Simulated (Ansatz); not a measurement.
NiF₂⁺. Total charge 1; quartet. Geometry PBE-D4/def2-TZVP; atoms count from 1.

Cartesian coordinates in Å:
```
Ni 0.000 0.000 0.000
F 0.624 -1.491 0.416
F -0.624 1.491 -0.416
```

Estimate the Mulliken populations from the PBE0/def2-TZVP orbitals of Ansatz.


| atom | charge (e) | spin (α − β) | d electrons |
| --- | --- | --- | --- |
| Ni1 | 1.37 | 2.04 | 8.12 |
| F2 | -0.18 | 0.48 | – |
| F3 | -0.18 | 0.48 | – |
Mulliken values depend strongly on the basis.

Where does the spin sit?

Summed by element: Ni 2.04, F 0.96, of 3 unpaired in all. Largest on single atoms: Ni1 2.04, F2 0.48, F3 0.48.

And the Mayer bond orders between heavy atoms (over 0.3)?

Ni1–F2 1.13 (1.67 Å); Ni1–F3 1.13 (1.67 Å).
